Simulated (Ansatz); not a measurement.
## Molecular dynamics of Cl2H5NOSi2

Input:

```yaml
crystal:
  periodic: [false, false, false]
  atoms:
    - { symbol: Si, position_ang: [-0.047726, -0.148125, 0.089073] }
    - { symbol: "N", position_ang: [-0.187821, 0.120995, 1.820823] }
    - { symbol: H, position_ang: [-0.150105, 1.085513, 2.096399] }
    - { symbol: H, position_ang: [0.446057, -0.432072, 2.405333] }
    - { symbol: Cl, position_ang: [1.860624, 0.313162, -0.622295] }
    - { symbol: Cl, position_ang: [-1.352886, 1.32926, -0.646542] }
    - { symbol: O, position_ang: [-0.272337, -1.714643, -0.226675] }
    - { symbol: Si, position_ang: [-1.617576, -2.578124, 0.358868] }
    - { symbol: H, position_ang: [-1.561651, -2.752853, 1.807233] }
    - { symbol: H, position_ang: [-2.789685, -1.887629, 0.007066] }
    - { symbol: H, position_ang: [-1.500117, -3.881509, -0.287305] }
basis:
  gaussian: { orbitals: STO-3G }
hamiltonian:
  xc: pbe0
md:
  timestep: 0.5
  n_steps: 166
  ensemble: nvt_nose_hoover
  temperature: 400.0
  initial_velocities: maxwell_boltzmann
  seed: 810585
  nose_hoover: { tau: 1.0, chain_length: 1 }
```

Launched with:

```bash
$ ansatz run input.yaml --threads 1 --pin off --max-ram 2048MiB --backend cpu --events-out ev --progress --plain --runs-dir out
```

It goes on from the last frame of an earlier run, with new velocities.

Output, in part (one step line in 3, the closing report, with atoms numbered from 0):

```
md step     0: t =     0.00 fs  T =   400.0 K  F+E_penalty+E_count = -43902.71577175 eV  E_kin = 0.465336 eV  conserved = -43902.25043575 eV  (21 SCF iters)
md step     3: t =     1.50 fs  T =   400.3 K  F+E_penalty+E_count = -43902.72674305 eV  E_kin = 0.465682 eV  conserved = -43902.25156710 eV  (26 SCF iters)
md step     6: t =     3.00 fs  T =   353.2 K  F+E_penalty+E_count = -43902.65169051 eV  E_kin = 0.410909 eV  conserved = -43902.25085311 eV  (26 SCF iters)
md step     9: t =     4.50 fs  T =   427.8 K  F+E_penalty+E_count = -43902.54145038 eV  E_kin = 0.497638 eV  conserved = -43902.24981127 eV  (26 SCF iters)
md step    12: t =     6.00 fs  T =   445.1 K  F+E_penalty+E_count = -43902.47553839 eV  E_kin = 0.517838 eV  conserved = -43902.25049285 eV  (26 SCF iters)
md step    15: t =     7.50 fs  T =   310.8 K  F+E_penalty+E_count = -43902.39563086 eV  E_kin = 0.361608 eV  conserved = -43902.25067348 eV  (26 SCF iters)
md step    18: t =     9.00 fs  T =   427.2 K  F+E_penalty+E_count = -43902.28978514 eV  E_kin = 0.496976 eV  conserved = -43902.24934139 eV  (26 SCF iters)
md step    21: t =    10.50 fs  T =   487.7 K  F+E_penalty+E_count = -43902.21879531 eV  E_kin = 0.567317 eV  conserved = -43902.24984912 eV  (26 SCF iters)
md step    24: t =    12.00 fs  T =   292.4 K  F+E_penalty+E_count = -43902.18008029 eV  E_kin = 0.340132 eV  conserved = -43902.24941882 eV  (26 SCF iters)
md step    27: t =    13.50 fs  T =   483.9 K  F+E_penalty+E_count = -43902.23898779 eV  E_kin = 0.562966 eV  conserved = -43902.24995935 eV  (26 SCF iters)
md step    30: t =    15.00 fs  T =   415.0 K  F+E_penalty+E_count = -43902.30891331 eV  E_kin = 0.482809 eV  conserved = -43902.25033897 eV  (26 SCF iters)
md step    33: t =    16.50 fs  T =   289.3 K  F+E_penalty+E_count = -43902.34464982 eV  E_kin = 0.336498 eV  conserved = -43902.25044642 eV  (22 SCF iters)
md step    36: t =    18.00 fs  T =   506.3 K  F+E_penalty+E_count = -43902.40060786 eV  E_kin = 0.589016 eV  conserved = -43902.25010663 eV  (26 SCF iters)
md step    39: t =    19.50 fs  T =   400.1 K  F+E_penalty+E_count = -43902.47350103 eV  E_kin = 0.465456 eV  conserved = -43902.25067225 eV  (26 SCF iters)
md step    42: t =    21.00 fs  T =   286.2 K  F+E_penalty+E_count = -43902.51171951 eV  E_kin = 0.332928 eV  conserved = -43902.25123102 eV  (26 SCF iters)
md step    45: t =    22.50 fs  T =   481.3 K  F+E_penalty+E_count = -43902.50279628 eV  E_kin = 0.559958 eV  conserved = -43902.25060331 eV  (26 SCF iters)
md step    48: t =    24.00 fs  T =   422.7 K  F+E_penalty+E_count = -43902.47557016 eV  E_kin = 0.491727 eV  conserved = -43902.25005677 eV  (26 SCF iters)
md step    51: t =    25.50 fs  T =   307.6 K  F+E_penalty+E_count = -43902.48713882 eV  E_kin = 0.357797 eV  conserved = -43902.25109858 eV  (26 SCF iters)
md step    54: t =    27.00 fs  T =   444.8 K  F+E_penalty+E_count = -43902.45474306 eV  E_kin = 0.517451 eV  conserved = -43902.25058398 eV  (26 SCF iters)
md step    57: t =    28.50 fs  T =   422.1 K  F+E_penalty+E_count = -43902.36296687 eV  E_kin = 0.491071 eV  conserved = -43902.24993294 eV  (26 SCF iters)
md step    60: t =    30.00 fs  T =   322.5 K  F+E_penalty+E_count = -43902.28042249 eV  E_kin = 0.375181 eV  conserved = -43902.24994041 eV  (26 SCF iters)
md step    63: t =    31.50 fs  T =   472.8 K  F+E_penalty+E_count = -43902.21179509 eV  E_kin = 0.550004 eV  conserved = -43902.24891794 eV  (27 SCF iters)
md step    66: t =    33.00 fs  T =   438.8 K  F+E_penalty+E_count = -43902.21739076 eV  E_kin = 0.510423 eV  conserved = -43902.24947192 eV  (26 SCF iters)
md step    69: t =    34.50 fs  T =   299.1 K  F+E_penalty+E_count = -43902.24510098 eV  E_kin = 0.347907 eV  conserved = -43902.25086557 eV  (27 SCF iters)
md step    72: t =    36.00 fs  T =   427.2 K  F+E_penalty+E_count = -43902.21235034 eV  E_kin = 0.497020 eV  conserved = -43902.24921983 eV  (25 SCF iters)
md step    75: t =    37.50 fs  T =   503.1 K  F+E_penalty+E_count = -43902.24657361 eV  E_kin = 0.585266 eV  conserved = -43902.24923420 eV  (26 SCF iters)
md step    78: t =    39.00 fs  T =   299.9 K  F+E_penalty+E_count = -43902.33798670 eV  E_kin = 0.348831 eV  conserved = -43902.25074690 eV  (26 SCF iters)
md step    81: t =    40.50 fs  T =   397.0 K  F+E_penalty+E_count = -43902.40580932 eV  E_kin = 0.461788 eV  conserved = -43902.25037831 eV  (26 SCF iters)
md step    84: t =    42.00 fs  T =   497.0 K  F+E_penalty+E_count = -43902.49840510 eV  E_kin = 0.578165 eV  conserved = -43902.25039633 eV  (24 SCF iters)
md step    87: t =    43.50 fs  T =   302.9 K  F+E_penalty+E_count = -43902.57565829 eV  E_kin = 0.352348 eV  conserved = -43902.25124042 eV  (27 SCF iters)
md step    90: t =    45.00 fs  T =   388.8 K  F+E_penalty+E_count = -43902.61722502 eV  E_kin = 0.452282 eV  conserved = -43902.25091127 eV  (26 SCF iters)
md step    93: t =    46.50 fs  T =   497.0 K  F+E_penalty+E_count = -43902.66000090 eV  E_kin = 0.578138 eV  conserved = -43902.25118268 eV  (26 SCF iters)
md step    96: t =    48.00 fs  T =   296.3 K  F+E_penalty+E_count = -43902.66538796 eV  E_kin = 0.344708 eV  conserved = -43902.25140271 eV  (26 SCF iters)
md step    99: t =    49.50 fs  T =   396.0 K  F+E_penalty+E_count = -43902.65184632 eV  E_kin = 0.460698 eV  conserved = -43902.25101015 eV  (26 SCF iters)
md step   102: t =    51.00 fs  T =   509.8 K  F+E_penalty+E_count = -43902.64186145 eV  E_kin = 0.593049 eV  conserved = -43902.25089207 eV  (26 SCF iters)
md step   105: t =    52.50 fs  T =   288.3 K  F+E_penalty+E_count = -43902.63114618 eV  E_kin = 0.335439 eV  conserved = -43902.25143767 eV  (26 SCF iters)
md step   108: t =    54.00 fs  T =   386.3 K  F+E_penalty+E_count = -43902.59772030 eV  E_kin = 0.449426 eV  conserved = -43902.25116806 eV  (26 SCF iters)
md step   111: t =    55.50 fs  T =   517.1 K  F+E_penalty+E_count = -43902.52553403 eV  E_kin = 0.601604 eV  conserved = -43902.25043845 eV  (26 SCF iters)
md step   114: t =    57.00 fs  T =   299.8 K  F+E_penalty+E_count = -43902.48055372 eV  E_kin = 0.348777 eV  conserved = -43902.25054806 eV  (26 SCF iters)
md step   117: t =    58.50 fs  T =   414.7 K  F+E_penalty+E_count = -43902.48285876 eV  E_kin = 0.482476 eV  conserved = -43902.25069706 eV  (25 SCF iters)
md step   120: t =    60.00 fs  T =   487.5 K  F+E_penalty+E_count = -43902.49375494 eV  E_kin = 0.567125 eV  conserved = -43902.25011416 eV  (22 SCF iters)
md step   123: t =    61.50 fs  T =   311.2 K  F+E_penalty+E_count = -43902.53960421 eV  E_kin = 0.362055 eV  conserved = -43902.25074810 eV  (26 SCF iters)
md step   126: t =    63.00 fs  T =   417.0 K  F+E_penalty+E_count = -43902.59817683 eV  E_kin = 0.485095 eV  conserved = -43902.25101445 eV  (26 SCF iters)
md step   129: t =    64.50 fs  T =   449.7 K  F+E_penalty+E_count = -43902.63208137 eV  E_kin = 0.523188 eV  conserved = -43902.25082975 eV  (26 SCF iters)
md step   132: t =    66.00 fs  T =   321.8 K  F+E_penalty+E_count = -43902.64642062 eV  E_kin = 0.374345 eV  conserved = -43902.25105704 eV  (25 SCF iters)
md step   135: t =    67.50 fs  T =   421.0 K  F+E_penalty+E_count = -43902.64536598 eV  E_kin = 0.489768 eV  conserved = -43902.25103852 eV  (26 SCF iters)
md step   138: t =    69.00 fs  T =   445.7 K  F+E_penalty+E_count = -43902.61810649 eV  E_kin = 0.518471 eV  conserved = -43902.25025685 eV  (26 SCF iters)
md step   141: t =    70.50 fs  T =   342.5 K  F+E_penalty+E_count = -43902.62342402 eV  E_kin = 0.398421 eV  conserved = -43902.25123803 eV  (26 SCF iters)
md step   144: t =    72.00 fs  T =   386.4 K  F+E_penalty+E_count = -43902.58260074 eV  E_kin = 0.449531 eV  conserved = -43902.25113700 eV  (26 SCF iters)
md step   147: t =    73.50 fs  T =   436.5 K  F+E_penalty+E_count = -43902.46301239 eV  E_kin = 0.507796 eV  conserved = -43902.24983978 eV  (26 SCF iters)
md step   150: t =    75.00 fs  T =   387.8 K  F+E_penalty+E_count = -43902.37324487 eV  E_kin = 0.451098 eV  conserved = -43902.24990843 eV  (26 SCF iters)
md step   153: t =    76.50 fs  T =   392.8 K  F+E_penalty+E_count = -43902.31898108 eV  E_kin = 0.457013 eV  conserved = -43902.25017298 eV  (26 SCF iters)
md step   156: t =    78.00 fs  T =   426.7 K  F+E_penalty+E_count = -43902.26676852 eV  E_kin = 0.496424 eV  conserved = -43902.24908998 eV  (26 SCF iters)
md step   159: t =    79.50 fs  T =   413.0 K  F+E_penalty+E_count = -43902.28816416 eV  E_kin = 0.480443 eV  conserved = -43902.25022869 eV  (26 SCF iters)
md step   162: t =    81.00 fs  T =   360.6 K  F+E_penalty+E_count = -43902.29965239 eV  E_kin = 0.419555 eV  conserved = -43902.24980396 eV  (26 SCF iters)
md step   165: t =    82.50 fs  T =   448.7 K  F+E_penalty+E_count = -43902.34908068 eV  E_kin = 0.522039 eV  conserved = -43902.24961540 eV  (26 SCF iters)
md step   166: t =    83.00 fs  T =   467.8 K  F+E_penalty+E_count = -43902.38267291 eV  E_kin = 0.544235 eV  conserved = -43902.24988012 eV  (22 SCF iters)
Total energy: -43902.38269215 eV, -1613.3828058327 hartree
Atom 0 at    -0.057986    -0.079165     0.149661 Å, force     0.243783    -0.115979    -0.249306 eV/Å
Atom 1 at    -0.080594    -0.072749     1.887072 Å, force     1.298216     0.763380     1.289528 eV/Å
Atom 2 at    -0.830576     0.516414     2.305003 Å, force    -0.220026     0.004728    -0.069168 eV/Å
Atom 3 at     0.821548     0.245102     2.406651 Å, force    -1.471968    -0.669114    -1.358600 eV/Å
Atom 4 at     1.866194     0.255733    -0.552250 Å, force     0.546287     0.324704    -0.076205 eV/Å
Atom 5 at    -1.392229     1.282277    -0.762222 Å, force     0.027604     0.145138     0.269750 eV/Å
Atom 6 at    -0.424799    -1.572015    -0.462049 Å, force     0.282722     0.589164     0.883013 eV/Å
Atom 7 at    -1.522834    -2.506051     0.438795 Å, force    -1.289820    -1.195457     0.493166 eV/Å
Atom 8 at    -1.136893    -3.281046     1.666778 Å, force     0.340608     0.693713    -1.259261 eV/Å
Atom 9 at    -2.774390    -1.871511     0.853291 Å, force     0.547661     0.384292    -0.188155 eV/Å
Atom 10 at    -1.871419    -3.306543    -0.697830 Å, force    -0.305065    -0.924570     0.265238 eV/Å
Dipole moment:    -0.158198    -0.175806     0.788378 e Å
```

The run went to its last step. The conserved energy stayed within 0.17 meV per atom of its start (net change 0.051 meV per atom), so the integration is sound. A run of 0.083 ps of so small a system gives no equilibrium averages. Limits of this set-up: minimal basis.

The same pairs are bonded in the first frame and the last. Pairs count as bonded within 1.25 times the sum of covalent radii (0.12 Å more for H–H).

Last frame:

```xyz
11
Properties=species:S:1:pos:R:3
Si -0.058 -0.079 0.150
N -0.081 -0.073 1.887
H -0.831 0.516 2.305
H 0.822 0.245 2.407
Cl 1.866 0.256 -0.552
Cl -1.392 1.282 -0.762
O -0.425 -1.572 -0.462
Si -1.523 -2.506 0.439
H -1.137 -3.281 1.667
H -2.774 -1.871 0.853
H -1.871 -3.307 -0.698
```

Time of the run: 9.2 min on 1 thread of Arm Neoverse V2 (shared host), peak memory 0.14 GiB.
